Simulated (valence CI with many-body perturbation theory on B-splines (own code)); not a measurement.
**Questions on Br XXII**

Computed by relativistic CI+MBPT: four valence electrons over a frozen Dirac-Fock core [Ne], radial functions for each j: 11 s, 11 p, 9 d, 7 f, 5 g, 2 h, 1 i, with the one-electron correlation potential Σ1, the two-electron term Σ2, the three-electron term Σ3, Breit, model QED; selected CI, second order for the rest (own B-spline code, finite nucleus).

No measured levels were compared; by estimate levels of excited configurations hold to 0.05 to 0.15 % of their energy, terms of the ground configuration to about 0.5 %.

Names give the largest LS component (configuration and term), which can be under half, so a name can repeat, a term be missing and a line seem to break the LS rules; names also repeat where a configuration has a term twice.

Rates and lifetimes use the calculated energies. Strong lines usually hold to 10 to 20 %, long lifetimes can be off by a factor of two.

**Question.** What is the ground level?

**Answer.** 3s2 3p2 3P_0, composition 85 % 3s2 3p2 3P + 13 % 3s2 3p2 1S.

**Question.** How is the term 3P of the ground level split?

**Answer.** J = 0 at 0, J = 1 at 58046, J = 2 at 82513 cm⁻¹.

**Question.** How well does LS coupling describe the low levels?

**Answer.** Among the lowest 20 levels the leading LS term, summed over configurations, holds 76 % on average. For single configurations the figures are 70 % in LS and 71 % in jj coupling. Terms mix most in the J = 2 level at 636000 cm⁻¹, where the leading one holds 40 %.

**Question.** Name the longest-lived excited levels whose lifetime is computed, and their main decay.

**Answer.** 3s2 3p2 3P_2 at 82513 cm⁻¹ lives 7.92 ms, mostly by M1 to 3s2 3p2 3P_1; 3s2 3p2 3P_1 at 58046 cm⁻¹ lives 327 μs, mostly by M1 to 3s2 3p2 3P_0; 3s2 3p2 1D_2 at 162810 cm⁻¹ lives 92.5 μs, mostly by M1 to 3s2 3p2 3P_1. The lifetime of 3s2 3p 3d 3F°_4 is too uncertain to give, and may be longer.

**Question.** Among levels below 1429100 cm⁻¹, which E1 lines absorb most strongly from the ground level?

**Answer.** to 3s2 3p 3d 3D°_1 at 11.89 nm, f = 0.517; to 3s 3p3 1P°_1 at 12.14 nm, f = 0.159; to 3s 3p3 3S°_1 at 13.50 nm, f = 0.133.

**Question.** Where does the other parity begin?

**Answer.** At 3s 3p3 5S°_2, 435870 cm⁻¹.

**Question.** What are the static dipole polarisabilities of the lowest levels?

**Answer.** 3s2 3p2 3P_0 0.0856; 3s2 3p2 3P_1 0.0884 (tensor 0.0040); 3s2 3p2 3P_2 0.0882 (tensor 0.00099); 3s2 3p2 1D_2 0.0899 (tensor 0.0073) bohr³, of which the core gives 0.00137.
